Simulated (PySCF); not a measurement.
Delta-SCF ions had no search for a lower state. Excitations are Tamm–Dancoff values on a coarser integration grid. The basis has no diffuse functions, so Rydberg states are missing or too high.

Cartesian coordinates (Å):
```xyz
21

C      0.1925    -0.0702     2.9421
O     -0.0541    -0.8268     1.7826
Sn    -0.0008     0.0003    -0.0003
O     -0.8787     1.7495     0.1879
C     -0.7554     2.7349    -0.8079
O     -0.8487    -1.2880    -1.2197
C     -2.0008    -1.9989    -0.8387
O      1.7788     0.3664    -0.7519
C      2.5639    -0.6660    -1.2955
H     -0.1206    -0.6693     3.8129
H      1.2654     0.1669     3.0675
H     -0.3714     0.8796     2.9642
H     -1.3689     2.5083    -1.6997
H     -1.1152     3.6892    -0.3893
H      0.2878     2.8828    -1.1402
H     -1.9170    -2.4467     0.1677
H     -2.1506    -2.8176    -1.5615
H     -2.9080    -1.3667    -0.8565
H      2.0002    -1.3162    -1.9882
H      3.0120    -1.3073    -0.5139
H      3.3894    -0.2043    -1.8618
```
Charge 0, spin multiplicity 1.

Question: Estimate the HOMO, dipole moment, total energy, vertical ionisation energy (Delta-SCF), LUMO, HOMO–LUMO gap, S1 excitation (TDA) and brightest of the four lowest singlets (TDA) that TPSSh-D3(BJ)/def2-TZVP // PBE0-D3(BJ)/def2-SVP in PySCF returns for this input.

Answer: 
```json
{
  "HOMO": "-7.10 eV",
  "dipole_moment": "0.00 D",
  "total_energy": "-18367.92 eV",
  "vertical ionisation energy (Delta-SCF)": "9.13 eV",
  "LUMO": "-2.08 eV",
  "HOMO–LUMO gap": "5.02 eV",
  "S1 excitation (TDA)": "4.45 eV",
  "brightest of the four lowest singlets (TDA)": "4.75 eV"
}
```
